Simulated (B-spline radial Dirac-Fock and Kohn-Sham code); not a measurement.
## Binding energies of W⁴⁺ in different valence configurations

Level of theory: Dirac-Fock energy differences between relaxed states, corrected for Breit and QED terms; a radial B-spline solver. No correlation.

Reference: the tabulated ground configuration [Xe] 4f14 5d2, with 1s 69575.7 eV, 2p3/2 10260.8 eV, 3d3/2 1926.0 eV, 3d5/2 1863.6 eV, 4d5/2 302.1 eV, 5p3/2 90.53 eV, Kα1 59314.9 eV, Kβ1 67236.4 eV, Lα1 8397.1 eV, Lβ2 9958.7 eV.

Shifts from the reference in eV.

```tsv
configuration	average energy	1s	2p3/2	3d3/2	3d5/2	4d5/2	5p3/2	Kα1	Kβ1	Lα1	Lβ2
[Xe] 4f14 5d1 6s1	+6.43	+4.34	+4.56	+4.45	+4.44	+4.32	+3.15	-0.22	-0.11	+0.12	+0.24
[Xe] 4f14 6s2	+14.81	+8.90	+9.29	+9.05	+9.04	+8.77	+6.33	-0.39	-0.15	+0.25	+0.53
[Xe] 4f14 5d1 6p1	+14.89	+5.74	+5.94	+5.82	+5.82	+5.69	+4.41	-0.19	-0.09	+0.12	+0.24
```

Values without a named source are computed, but for edge energies of neutral atoms, which are taken from tables.
